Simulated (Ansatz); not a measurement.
Reaction (hydrogenolysis of the Sn–C bond): `[CH3][SnH]1[CH2][O]1` + H₂ → `[CH2]1[O][SnH2]1` + CH₄

Computed with Ansatz on PBE0-D4/def2-TZVP structures; ΔE is electronic, products minus reactants. CCSD(T)/CBS adds triple-zeta CCSD(T) − MP2 to the extrapolated MP2 energy (def2 sets, frozen cores). This one scheme is used for every species. Functionals use def2-TZVPP. B3LYP here is the variant with VWN-RPA as its local correlation; programs differ in this. def2 core potentials past Kr. For Sn outer-core shells are correlated without core-valence functions, which leaves a few kJ/mol of doubt a bond.

| level | ΔE (kJ/mol) |
| --- | --- |
| ωB97X-V | -41.2 |
| B3LYP | -51.8 |

Q: What does CCSD(T)/CBS give? (Estimate.)

A: Ansatz gave: -30.0 kJ/mol. The listed levels differ from it by -11.2, -21.8 kJ/mol.

Largest T1 diagnostic among the species: 0.019.

In def2-TZVPP, CCSD(T) changes the Hartree–Fock value by +29.8 kJ/mol (the triples alone add +5.2 kJ/mol) and MP2 by +39.0 kJ/mol. The D4 term adds +7.3 kJ/mol with B3LYP and +4.1 kJ/mol with PBE0; it sums over pairs of atoms, weighted by their polarisabilities, and B3LYP, whose exchange is more repulsive, gets the larger term.
